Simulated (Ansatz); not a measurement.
Cartesian coordinates in Å:
```
F 0.477 -0.358 -2.471
Si -0.078 -0.682 -1.019
F -0.638 -2.159 -1.182
C 0.961 -0.267 0.458
C -0.189 0.713 0.830
N -1.090 0.455 -0.306
H 1.111 -1.061 1.188
H 1.911 0.227 0.265
H 0.153 1.752 0.865
H -0.646 0.462 1.792
H -1.971 0.920 -0.419
```

Total charge 0; spin multiplicity 1.

Q: List the PBE0/def2-TZVPP orbital energies in eV (the Gaussian-basis code of Ansatz). (Estimate.)

A: Computed: Occupied: -1804.06, -673.76, -673.76, -391.18, -279.48, -278.20, -146.15, -100.86, -100.83, -100.80, -33.48, -32.90, -25.38, -20.54, -17.50, -15.78, -14.73, -13.94, -13.22, -13.04, -12.82, -12.13, -11.64, -11.31, -10.66, -10.44, -9.08, -7.43. Lowest empty: 1.07, 1.44, 1.47, 2.03, 2.61, 2.81, 2.85, 4.00.
